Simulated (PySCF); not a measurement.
How methods differ on the excitation energy of Li

Li [He] 2s1 (2S) → Li [He] 2p1 (2P), as a difference of total energies. Computed with PySCF 2.14 in aug-cc-pV5Z (7s6p5d4f3g2h, 127 functions), with no relativity, point nucleus. The calculations carry no spin-orbit coupling.

```
method  excitation energy (cm⁻¹)  error (cm⁻¹)
   UHF                     14851           -53
   LDA                     12874         -2030
   PBE                     12524         -2380
  PBE0                     13206         -1697
r2SCAN                     12968         -1936
 HSE06                     13072         -1832
 TPSSh                     12986         -1917
```

Reference: 14904 cm⁻¹ (measured; NIST levels, between the centres of gravity of the two terms).
